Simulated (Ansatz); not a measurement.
`NB1B[SiH2]1` + H–F → `FB1B[SiH2]1` + NH₃  (ligand exchange at a B–N bond)

Gas-phase electronic energies from Ansatz, PBE0-D4/def2-TZVP geometries. CCSD(T)/CBS adds triple-zeta CCSD(T) − MP2 to the extrapolated MP2 energy (def2 sets, frozen cores). This one scheme is used for every species. One conformer a species, not always the lowest.

| species | CCSD(T)/CBS(def2) energy (Eh) |
| --- | --- |
| `NB1B[SiH2]1` | -396.33626 |
| H–F | -100.39570 |
| `FB1B[SiH2]1` | -440.23019 |
| NH₃ | -56.50880 |

(1) Work out ΔE.

Largest T1 diagnostic among the species: 0.016.

Answers

(1) ΔE = (-440.23019) + (-56.50880) − (-396.33626) − (-100.39570) = -0.00703 Eh = -0.19 eV.

Leaving LDA and LC-ωPBE aside and taking each functional with its dispersion term where it has one, the values, not all of them listed here, spread over 0.17 eV, from B97M-V to HSE06-D4. LDA lies +0.07 eV from PBE without D4. The D4 term adds +0.06 eV with B3LYP and +0.03 eV with PBE0; it sums over pairs of atoms, weighted by their polarisabilities, and B3LYP, whose exchange is more repulsive, gets the larger term. From BLYP to BHLYP (50 % exact exchange), in def2-TZVPP and without D4, ΔE moves by +0.06 eV.

B3LYP here is the variant with VWN-RPA as its local correlation; programs differ in this.
